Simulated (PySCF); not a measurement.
## Excitation energy of Sc by level of theory

Sc [Ar] 3d1 4s2 (2D) → Sc [Ar] 3d2 4s1 (4F), as a difference of total energies. Calculation: PySCF 2.14, in aug-cc-pVDZ-DK (7s6p4d2f, 59 functions); scalar relativity by spin-free X2C-1e. Correlated levels: valence: [Ar] frozen. The calculations carry no spin-orbit coupling.

```tsv
method	excitation energy (cm⁻¹)
UHF	9054.2
MP2 (valence)	12328
SCS-MP2 (valence)	14757
CCSD (valence)	13593
CCSD(T) (valence)	13734
```

Errors of the correlated levels include the incompleteness of this basis and the frozen core.

For comparison: 11509 cm⁻¹ (measured; NIST levels, between the centres of gravity of the two terms).
